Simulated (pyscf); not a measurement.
PySCF, gas phase, ωB97X-D3(BJ)/def2-SVP geometries. MP2 and CC: frozen core, UHF for open shells. ΔMP2 is the change of the MP2 total energy from the triple- to the quadruple-zeta basis.

SMILES: [GeH3][TeH]
```xyz
6

Ge     0.6224    -0.1187     0.1036
Te    -0.6653     0.7599    -1.8913
H      1.7123     0.8761     0.5243
H      1.2610    -1.4323    -0.3659
H     -0.3227    -0.3842     1.2829
H     -1.1807     2.0865    -1.0416
```

**Question.** What is the homolytic dissociation enthalpy (298 K, CCSD(T)/def2-TZVPP + ΔMP2(QZVPP)) of the Ge–Te bond of H₃Ge–TeH, to GeH₃• + TeH•?

**Answer.** Ge–Te to GeH₃• + TeH•: 2.80 eV. The CCSD(T) − MP2 part came from Ansatz, without density fitting, on the same reference. The frozen core leaves the outer d or s,p core shells of the metals and heavy elements correlated in the MP2 and CC values, and def2-TZVPP describes them poorly, which can shift differences by a few kcal/mol. Left out: the spin-orbit lowering of TeH, which is large for Br, Se, Te and I. Elements up to Kr have no core potential and no relativistic terms here. Elements past Kr carry the def2 core potentials, without spin-orbit coupling.
